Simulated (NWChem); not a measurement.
Molecule: BSiH3Cl2; SMILES [SiH3]B(Cl)Cl

Results from NWChem. Coordinates come from a PBE0/def2-SVP optimisation.

For level PBE/cc-pVDZ:

* **highest occupied level (eV)**: -7.04
* **dipole (D)**: 0.25

### Question
How do the values read with level PBE/aug-cc-pVTZ instead?

### Answer
- highest occupied level (eV) = -7.19
- dipole (D) = 0.35
